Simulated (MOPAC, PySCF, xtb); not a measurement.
Dimer: HCl (SMILES Cl) (first 2 atoms) with CH2O2 (SMILES O=CO); geometry from B3LYP-D3(BJ)/def2-TZVP, rigid monomers moved along the line of their centres of mass till H2···O3 is 3.27 Å.
(charge 0, multiplicity 1):
```xyz
7

Cl    -0.271     0.328    -0.098
H      0.587     0.058     0.858
O      1.280    -0.361     4.024
C      0.389    -0.232     4.830
O     -0.875     0.069     4.558
H      0.532    -0.354     5.910
H     -0.992     0.176     3.592
```

Counterpoise-corrected where a basis set is named; no monomer relaxation. Rows marked so take none.

Rows in 6-31G* carry no dispersion term and start afresh at each structure (6-31G* with six Cartesian d functions). The state that AM1 reach isn't checked.

Run with MOPAC for AM1 (differences of heats of formation); PySCF for 6-31G* rows; xtb for the GFN methods. Each number belongs to the level named beside it.

**Question.** One of these levels gives -34.3 meV for the interaction energy. Which?
A. M06-2X/6-31G* (no counterpoise)
B. AM1
C. GFN-FF

**Answer.** B, AM1. The others give -72.6 (GFN-FF), -87.4 (M06-2X/6-31G* (no counterpoise))
